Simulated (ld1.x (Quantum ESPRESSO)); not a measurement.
**Varying the RRKJ potential for carbon**

Base potential:

ld1.x (Quantum ESPRESSO) 7.5 input, shortened:

```
&input
   title='C', zed=6., rel=0, dft='BLYP', iswitch=3,
   config='[He] 2s2 2p0 3d-2'
 /
 &inputp
   pseudotype=2, tm=.false., rho0=0.01, lloc=0,
   nlcc=.true.
 /
3
2P  2  1   0.00   0.00  1.90  1.90  0.0
3D  3  2  -2.00   0.05  1.70  1.70  0.0
2S  1  0   2.00   0.00  1.25  1.25  0.0
 &test
   configts(1)='2s2 2p0'
 /
```

All-electron outer shells of the reference configuration (BLYP, non-relativistic, ld1.x):

| shell | level (eV) | outermost node (bohr) | outermost maximum (bohr) |
| --- | --- | --- | --- |
| 2s | -40.28 | 0.37 | 1.11 |
| 2p | -31.82 | – | 1.01 |

Cutoffs, loose and tight: the cutoffs (Ry, on a coarse ladder) from which the occupation-weighted sum of valence levels, in a spherical-Bessel basis at the reference potential, stays within 10 and 1 mRy of its value at 400 Ry. They do not see the model core or the augmentation charge, which bear on the density cutoff. Test errors are all-electron minus pseudo excitation energies from the reference, over the configurations 2s2 2p2; 2s2 2p1; 2s1 2p0; 2s2 2p2.3; 2s2 2p1.5; 2s0 2p4; 2s1 2p2. A dash means not determined; rows that change the core or the reference have their own tests.

```csv
change,outcome,"cutoff, loose","cutoff, tight",bound ghosts,largest test error (meV)
base,generated,35 Ry,90 Ry,none,+588
type TM; local potential the d channel; rho0 0,generated,35 Ry,90 Ry,none,+461
wave 3d channel at 0.05 Ry: rc 1.70 bohr becomes 3d channel at -0.06 Ry: rc 1.70 bohr,generated,35 Ry,90 Ry,none,+588
wave 3d channel at 0.05 Ry: rc 1.70 bohr becomes 3d channel at 0.05 Ry: rc 1.82 bohr,generated,35 Ry,90 Ry,none,+588
```

(1) What comes out with this change to the base: wave 2p (bound): rc 1.90 bohr becomes 2p (bound): rc 2.82 bohr?

(2) What comes out with this change to the base: local potential all-electron potential smoothed inside 1.00 bohr (lloc = -2)?

(3) What comes out with this change to the base: all radii but the core radius scaled by about 1.21 (s 1.50, p 2.30, d 2.06 bohr)?

Results:

(1) outcome: generated; cutoff, loose: 35 Ry; cutoff, tight: 90 Ry; bound ghosts: none; largest test error (meV): +2940.

(2) outcome: generated; cutoff, loose: 50 Ry; cutoff, tight: 70 Ry; bound ghosts: none; largest test error (meV): +492.

(3) outcome: generated; cutoff, loose: 30 Ry; cutoff, tight: 60 Ry; bound ghosts: none; largest test error (meV): +1394.
